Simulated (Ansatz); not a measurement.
Reaction (cleavage of the Si–Si bond): `O[SiH]([SiH3])[O][AlH2]` + `BN` → `BN[SiH3]` + `O[SiH2][O][AlH2]`

Gas-phase electronic energies from Ansatz, PBE0-D4/def2-TZVP geometries. CCSD(T)/CBS is the MP2 limit (def2-TZVPP, def2-QZVPP) plus CCSD(T) − MP2 in def2-TZVPP, frozen cores. This one scheme is used for every species. Functionals use def2-TZVPP. One conformer a species, not always the lowest.

`O[SiH]([SiH3])[O][AlH2]`:

Cartesian coordinates in Å:
```
O 1.537 0.582 -1.486
Si 0.041 0.183 -0.928
Si 0.195 -2.065 -0.289
O -0.395 1.108 0.334
Al -0.785 1.810 1.815
H 1.634 1.415 -1.950
H -0.968 0.411 -2.003
H 1.204 -2.227 0.794
H 0.580 -2.932 -1.436
H -1.121 -2.531 0.229
H -1.451 0.899 2.920
H -0.472 3.347 2.000
```

`BN`:

Cartesian coordinates in Å:
```
B -0.592 -0.058 0.335
N 0.609 0.059 -0.344
H -0.612 -0.633 1.384
H -1.579 0.420 -0.145
H 0.698 0.529 -1.229
H 1.476 -0.317 0.000
```

`BN[SiH3]`:

```xyz
9

B    -1.307   -0.596   -0.605
N    -0.064    0.043   -0.650
Si    0.969    0.412    0.708
H    -1.743   -0.942    0.456
H    -1.911   -0.787   -1.621
H     0.270    0.319   -1.563
H     2.290   -0.252    0.550
H     0.290   -0.074    1.931
H     1.206    1.877    0.795
```

`O[SiH2][O][AlH2]`:

```xyz
9

O    -0.246   -1.080   -1.895
Si    0.714   -0.082   -1.013
O     0.105    0.226    0.455
Al   -0.588    0.369    1.982
H    -1.072   -0.727   -2.229
H     1.997   -0.809   -0.891
H     0.881    1.220   -1.713
H    -2.164    0.330    2.083
H     0.373    0.552    3.221
```

CCSD(T)/CBS gives -11.5 kcal/mol.

Another level gave -10.4 kcal/mol. Which?
A. LC-ωPBE/def2-TZVPP
B. r2SCAN0/def2-TZVPP
C. MP2/def2-TZVPP
D. B2PLYP/def2-TZVPP

B. r2SCAN0 -10.4, B2PLYP -12.0, LC-ωPBE -9.4, MP2/def2-TZVPP -13.6 kcal/mol.

Largest T1 diagnostic among the species: 0.013.

From BLYP to BHLYP (50 % exact exchange), in def2-TZVPP and without D4, ΔE moves by −3.5 kcal/mol. In def2-TZVPP, CCSD(T) changes the Hartree–Fock value by +4.2 kcal/mol (the triples alone add +0.6 kcal/mol) and MP2 by +2.3 kcal/mol. At CCSD(T), def2-SVP lies +0.9 kcal/mol from the extrapolated value and def2-TZVPP −0.1 kcal/mol.
